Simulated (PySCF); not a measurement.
CHCl, SMILES [CH]Cl (connectivity only; charge and spin as stated), neutral, multiplicity 1. Atoms are numbered in the order given.

```xyz
3

C     -0.1767    -1.1689     0.0000
Cl     0.0111     0.5027     0.0000
H      0.8711    -1.5322     0.0000
```
Charge 0, spin multiplicity 1.

The structure is a stationary point at ωB97X-D3(BJ)/def2-TZVPD. The isomer is the one that the SMILES or the coordinates give; other isomers of the formula were not compared.

Two levels are set side by side: PBE/pcSseg-2 (PySCF) and PBE0/pcSseg-2 (PySCF). GIAO shifts against HCl (³⁵Cl), TMS (¹H), TMS (¹³C) at the same level; non-relativistic, no solvent, atoms listed together averaged. Without spin–orbit terms, shifts of atoms bonded to Cl or Br come out too high at both levels. Differences are taken from unrounded values.

```json
[
 {"quantity": "δ(¹³C) of C1 (ppm)", "PBE0": "1017.6"},
 {"quantity": "δ(³⁵Cl) of Cl2 (ppm)", "PBE0": "1747.2"},
 {"quantity": "δ(¹H) of H3 (ppm)", "PBE0": "32.67"}
]
```

### Question
What does PBE give, and how far is it from PBE0? (Estimate from the structure and the level; the computed values follow.)

### Answer

```json
[
 {"quantity": "δ(¹³C) of C1 (ppm)", "PBE": "967.8", "PBE minus PBE0": "-49.8"},
 {"quantity": "δ(³⁵Cl) of Cl2 (ppm)", "PBE": "1856.9", "PBE minus PBE0": "109.8"},
 {"quantity": "δ(¹H) of H3 (ppm)", "PBE": "31.44", "PBE minus PBE0": "-1.24"}
]
```

Rough cost on one machine, each run with all the roots and properties that it gave: PBE0 against PBE within a factor of 2.
